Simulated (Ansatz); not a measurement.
A run for Ansatz (a quantum-chemistry and plane-wave program): R-BLYP/def2-TZVPP on GeH4OSi (SMILES [OH][Ge][SiH3]), a point of a torsion scan.

Ansatz 0.2 input:
```yaml
crystal:
  periodic: [false, false, false]
  atoms:
    - {symbol: O, position_ang: [2.23480458, -0.08154376, -0.27475847]}
    - {symbol: Ge, position_ang: [1.16908975, -1.31514218, 0.41435053]}
    - {symbol: Si, position_ang: [-0.95656736, -0.06775764, 0.36798595]}
    - {symbol: H, position_ang: [2.01445125, 0.80360358, -0.55940028]}
    - {symbol: H, position_ang: [-1.59289337, -0.05933695, -0.96297734]}
    - {symbol: H, position_ang: [-1.99471528, -0.58764186, 1.26906803]}
    - {symbol: H, position_ang: [-0.84361231, 1.36461986, 0.70834304]}
basis:
  gaussian:
    orbitals: def2-TZVPP
hamiltonian:
  xc: {name: BLYP}
scf: {lower_state_search: off}
```

The log:

```
WARN ansatz: RAYON_NUM_THREADS=2 ignored (pool sized by the plan → 2); use --threads N
Functional definition: BLYP
these checks for a lower state are left out or cut short: stability, starts, cluster_reference, orbital_swaps, neighbouring_geometries, increment
integrals: 0.09 GiB planned
1033 factors; their error is unknown
mean field: 0.61 GiB planned
mean field evaluation 1: about -66500.9917 eV, gradient 7.4e1 eV
mean field evaluation 2: about -66404.1660 eV, gradient 1.9e2 eV
mean field evaluation 4: about -66509.3775 eV, gradient 1.9e1 eV
mean field evaluation 8: about -66510.3361 eV, gradient 1.5e-1 eV
mean field evaluation 16: about -66510.3058 eV, gradient 2.0e-4 eV
mean field -66510.30584926 eV, -2444.2086576558 hartree, gradient 5.6e-6 eV, S^2 0.000000; 0 other end points of the search recorded, 0 dependent functions left out
reference -66510.30617494 eV, -2444.2086696244 hartree; 29, 29 occupied and 148, 148 virtual orbitals, 1033 factors
Total energy: -66510.30617494 eV, -2444.2086696244 hartree
Checks for a lower state left out: stability, starts, cluster_reference, orbital_swaps, neighbouring_geometries, increment
```

The calculation finished and met its thresholds.

Cost: very roughly 1.9 core-seconds.
